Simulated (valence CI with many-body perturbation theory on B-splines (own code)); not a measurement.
**E1 line list for Pt LXV**

Computed by valence CI with perturbative core correlation (CI+MBPT): four valence electrons over a frozen Dirac-Fock core [Ne], a basis of 11 s, 11 p, 9 d, 7 f, 5 g, 2 h, 1 i functions for each j, with the one-electron correlation potential Σ1, the two-electron term Σ2, the three-electron term Σ3, Breit, model QED; selected CI, second order for the rest (own B-spline code, finite nucleus).

The last digits are not significant, and no measured levels were compared; by estimate large intervals hold to a few tenths of a per cent, small ones and those within an open d or f shell to about a per cent.

Lines 151 to 200 of 245 in falling wavelength, among levels below 113.58 Ry, chosen from the strongest by gf and those to the six lowest levels. Wavelengths and rates use the calculated energies. Electric multipoles are in the length gauge, E1 and E2 with the static RPA response of the core. Weak lines are less certain than strong ones. Lines between different terms over intervals too small for the method are left out, as are lines whose strength nearly cancels. The highest levels of a list are the least certain.

Levels are named by their leading jj configuration (3d3/2^4 stands for four electrons in 3d with j = 3/2), which in mixed levels can hold well under half, so a name can repeat and another be missing. Letters in brackets count levels of one name in rising energy.

| λ vac (Å) | Upper | Lower | A (s⁻¹) | S (a.u.) with core polarisation | S without |
| --- | --- | --- | --- | --- | --- |
| 18.40 | (3s 3p1/2 3p3/2 3d5/2) J=2 [c] | (3s^2 3p1/2 3d5/2) J=3 | 3.43e+11 | 5.27e-03 | 5.34e-03 |
| 18.39 | (3s 3p1/2 3p3/2 3d3/2) J=3 [c] | (3s^2 3p1/2 3d3/2) J=2 | 3.45e+12 | 7.40e-02 | 7.50e-02 |
| 18.39 | (3s 3p1/2 3p3/2 3d5/2) J=3 [d] | (3s^2 3p1/2 3d5/2) J=2 | 4.42e+11 | 9.49e-03 | 9.63e-03 |
| 18.36 | (3s 3p1/2 3p3/2 3d5/2) J=2 [c] | (3s^2 3p1/2 3d5/2) J=2 | 7.05e+11 | 1.08e-02 | 1.09e-02 |
| 18.36 | (3s 3p1/2 3p3/2^2) J=1 [b] | (3s^2 3p1/2 3p3/2) J=2 | 3.78e+12 | 3.47e-02 | 3.51e-02 |
| 18.36 | (3s 3p1/2 3p3/2 3d3/2) J=3 [a] | (3s 3p1/2^2 3p3/2) J=2 | 6.52e+10 | 1.39e-03 | 1.41e-03 |
| 18.35 | (3s 3p1/2 3p3/2 3d3/2) J=1 [c] | (3s^2 3p1/2 3d3/2) J=2 | 4.11e+12 | 3.76e-02 | 3.81e-02 |
| 18.24 | (3s 3p1/2 3p3/2 3d3/2) J=2 [b] | (3s 3p1/2^2 3p3/2) J=1 | 1.12e+11 | 1.67e-03 | 1.70e-03 |
| 18.19 | (3p1/2^2 3p3/2^2) J=2 | (3s 3p1/2^2 3p3/2) J=2 | 6.42e+11 | 9.52e-03 | 9.65e-03 |
| 18.17 | (3s 3p1/2 3p3/2 3d5/2) J=2 [d] | (3s^2 3p1/2 3d5/2) J=3 | 3.12e+12 | 4.62e-02 | 4.68e-02 |
| 18.13 | (3s 3p1/2 3p3/2 3d5/2) J=2 [d] | (3s^2 3p1/2 3d5/2) J=2 | 7.94e+11 | 1.17e-02 | 1.18e-02 |
| 18.10 | (3s 3p1/2 3p3/2^2) J=1 [b] | (3s^2 3p1/2 3p3/2) J=1 | 1.24e+12 | 1.09e-02 | 1.10e-02 |
| 17.92 | (3s 3p1/2 3p3/2 3d3/2) J=1 [b] | (3s 3p1/2^2 3p3/2) J=1 | 1.34e+11 | 1.15e-03 | 1.16e-03 |
| 17.85 | (3s 3p1/2 3p3/2 3d3/2) J=2 [c] | (3s 3p1/2^2 3p3/2) J=1 | 1.59e+11 | 2.23e-03 | 2.26e-03 |
| 17.76 | (3s 3p1/2 3p3/2 3d3/2) J=1 [c] | (3s 3p1/2^2 3p3/2) J=1 | 1.28e+11 | 1.06e-03 | 1.08e-03 |
| 17.63 | (3s 3p1/2 3p3/2 3d3/2) J=1 [d] | (3s^2 3p1/2 3d3/2) J=2 | 1.59e+11 | 1.29e-03 | 1.31e-03 |
| 17.63 | (3s^2 3d3/2^2) J=2 | (3s^2 3p1/2 3d3/2) J=1 | 5.97e+12 | 8.07e-02 | 8.19e-02 |
| 17.61 | (3s 3p1/2 3p3/2 3d3/2) J=2 [d] | (3s^2 3p1/2 3d3/2) J=2 | 1.74e+12 | 2.35e-02 | 2.38e-02 |
| 17.50 | (3s 3p1/2 3p3/2 3d3/2) J=2 [b] | (3s 3p1/2^2 3p3/2) J=2 | 5.20e+11 | 6.88e-03 | 6.97e-03 |
| 17.32 | (3s^2 3p3/2 3d3/2) J=3 | (3s^2 3p1/2 3p3/2) J=2 | 3.39e+12 | 6.09e-02 | 6.17e-02 |
| 17.32 | (3s 3p1/2 3p3/2 3d3/2) J=3 [b] | (3s 3p1/2^2 3p3/2) J=2 | 3.16e+12 | 5.68e-02 | 5.76e-02 |
| 17.26 | (3s^2 3d3/2 3d5/2) J=3 | (3s^2 3p1/2 3d5/2) J=3 | 3.72e+12 | 6.60e-02 | 6.69e-02 |
| 17.23 | (3s^2 3d3/2 3d5/2) J=3 | (3s^2 3p1/2 3d5/2) J=2 | 2.13e+12 | 3.75e-02 | 3.81e-02 |
| 17.20 | (3s 3p1/2 3p3/2 3d3/2) J=1 [b] | (3s 3p1/2^2 3p3/2) J=2 | 3.41e+12 | 2.57e-02 | 2.61e-02 |
| 17.18 | (3s^2 3p3/2 3d3/2) J=2 | (3s^2 3p1/2 3p3/2) J=2 | 5.45e+12 | 6.82e-02 | 6.92e-02 |
| 17.18 | (3s^2 3p3/2 3d3/2) J=1 | (3s^2 3p1/2 3p3/2) J=2 | 5.31e+11 | 3.98e-03 | 4.04e-03 |
| 17.14 | (3s 3p1/2 3p3/2 3d5/2) J=2 [b] | (3s^2 3p1/2 3d3/2) J=1 | 7.55e+11 | 9.38e-03 | 9.51e-03 |
| 17.13 | (3s 3p1/2 3p3/2 3d3/2) J=2 [c] | (3s 3p1/2^2 3p3/2) J=2 | 4.81e+12 | 5.97e-02 | 6.06e-02 |
| 17.09 | (3s 3p1/2 3p3/2 3d3/2) J=3 [c] | (3s 3p1/2^2 3p3/2) J=2 | 3.16e+11 | 5.45e-03 | 5.53e-03 |
| 17.09 | (3s 3p1/2 3p3/2 3d3/2) J=1 [d] | (3s 3p1/2^2 3p3/2) J=1 | 6.50e+12 | 4.80e-02 | 4.87e-02 |
| 17.07 | (3s 3p1/2 3p3/2 3d3/2) J=2 [d] | (3s 3p1/2^2 3p3/2) J=1 | 2.07e+12 | 2.55e-02 | 2.58e-02 |
| 17.05 | (3s 3p1/2 3p3/2 3d3/2) J=1 [c] | (3s 3p1/2^2 3p3/2) J=2 | 2.36e+11 | 1.73e-03 | 1.76e-03 |
| 17.00 | (3s^2 3d3/2 3d5/2) J=4 | (3s^2 3p1/2 3d5/2) J=3 | 4.41e+12 | 9.62e-02 | 9.76e-02 |
| 16.99 | (3s^2 3d3/2 3d5/2) J=2 | (3s^2 3p1/2 3d5/2) J=3 | 1.40e+12 | 1.69e-02 | 1.71e-02 |
| 16.99 | (3s 3p1/2 3p3/2 3d3/2) J=0 [b] | (3s 3p1/2^2 3p3/2) J=1 | 4.04e+12 | 9.78e-03 | 9.92e-03 |
| 16.96 | (3s^2 3d3/2^2) J=0 | (3s^2 3p1/2 3d3/2) J=1 | 1.09e+13 | 2.62e-02 | 2.65e-02 |
| 16.95 | (3s^2 3d3/2 3d5/2) J=2 | (3s^2 3p1/2 3d5/2) J=2 | 4.65e+12 | 5.60e-02 | 5.67e-02 |
| 16.95 | (3s^2 3p3/2 3d3/2) J=2 | (3s^2 3p1/2 3p3/2) J=1 | 2.22e+12 | 2.66e-02 | 2.70e-02 |
| 16.95 | (3s^2 3p3/2 3d3/2) J=1 | (3s^2 3p1/2 3p3/2) J=1 | 5.55e+12 | 4.00e-02 | 4.05e-02 |
| 16.92 | (3s^2 3p3/2 3d3/2) J=0 | (3s^2 3p1/2 3p3/2) J=1 | 5.05e+12 | 1.21e-02 | 1.22e-02 |
| 16.90 | (3s^2 3p1/2 3d3/2) J=1 | (3s^2 3p1/2^2) J=0 | 7.20e+12 | 5.15e-02 | 5.22e-02 |
| 16.72 | (3s 3p1/2 3p3/2 3d5/2) J=2 [a] | (3s^2 3p1/2 3d3/2) J=2 | 7.85e+08 | 9.06e-06 | 9.18e-06 |
| 16.50 | (3s^2 3d3/2^2) J=2 | (3s^2 3p1/2 3d3/2) J=2 | 3.29e+12 | 3.64e-02 | 3.70e-02 |
| 16.50 | (3s 3p1/2 3p3/2 3d5/2) J=3 [a] | (3s^2 3p1/2 3d3/2) J=2 | 8.59e+08 | 1.33e-05 | 1.35e-05 |
| 16.45 | (3s 3p1/2 3p3/2 3d5/2) J=0 | (3s^2 3p1/2 3d3/2) J=1 | 9.80e+11 | 2.15e-03 | 2.18e-03 |
| 16.44 | (3s 3p1/2 3p3/2 3d3/2) J=1 [d] | (3s 3p1/2^2 3p3/2) J=2 | 2.69e+10 | 1.77e-04 | 1.80e-04 |
| 16.42 | (3s 3p1/2 3p3/2 3d3/2) J=2 [d] | (3s 3p1/2^2 3p3/2) J=2 | 5.71e+11 | 6.24e-03 | 6.32e-03 |
| 16.25 | (3s 3p1/2 3p3/2 3d5/2) J=3 [b] | (3s^2 3p1/2 3d3/2) J=2 | 2.10e+09 | 3.12e-05 | 3.16e-05 |
| 16.24 | (3s 3p1/2 3p3/2 3d5/2) J=1 [a] | (3s^2 3p1/2 3d3/2) J=2 | 3.02e+10 | 1.91e-04 | 1.94e-04 |
| 16.23 | (3s 3p1/2 3p3/2 3d5/2) J=2 [a] | (3s 3p1/2^2 3p3/2) J=1 | 2.37e+10 | 2.50e-04 | 2.53e-04 |
